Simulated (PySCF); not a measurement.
**Worked example: chemical shift, span and skew from a shielding tensor**

Al(Cl)(Me)(Et) (C3H8AlCl), SMILES C[CH2][Al]([CH3])[Cl]. Atoms are numbered in the order given.

```xyz
13

Al     0.2893     0.4651     0.1577
Cl     0.1076    -1.3807     1.2016
C      1.3645     1.8604     0.9958
H      2.3985     1.5112     1.1622
H      0.9609     2.1218     1.9896
H      1.4103     2.7831     0.3946
C     -0.6337     0.6213    -1.5624
C     -1.4397    -0.5914    -2.0493
H      0.1342     0.9027    -2.3102
H     -1.2820     1.5175    -1.4960
H     -2.2368    -0.8611    -1.3379
H     -0.8035    -1.4843    -2.1591
H     -1.9188    -0.4066    -3.0257
```
Charge 0, spin multiplicity 1.

Coordinates come from a B3LYP-D3(BJ)/def2-SVP optimisation. Other conformers were not sampled.

GIAO shieldings from PBE/pcSseg-1 in PySCF, non-relativistic, no solvent. The symmetric part of the tensor of C8 has the principal values 161.8, 165.3, 180.6 ppm. The same nucleus in TMS has σ = 182.0 ppm at this level (PySCF, at its B3LYP-D3(BJ)/def2-TZVP geometry). Without spin–orbit terms, shifts of atoms bonded to Cl or Br come out too high.

**Question.** Work out the isotropic shielding, the ¹³C shift against TMS, the span and the skew.

**Answer.** 
σ(iso) = (σ11 + σ22 + σ33)/3 = 169.2 ppm. δ = σ(ref) − σ(iso) = 182.0 − (169.2) = 12.8 ppm.
Span Ω = σ33 − σ11 = 18.8 ppm. Skew κ = 3(σ(iso) − σ22)/Ω = 0.63. Tumbling in solution averages the tensor to δ; in a static solid the shielding alone would spread this spin-1/2 line over Ω.
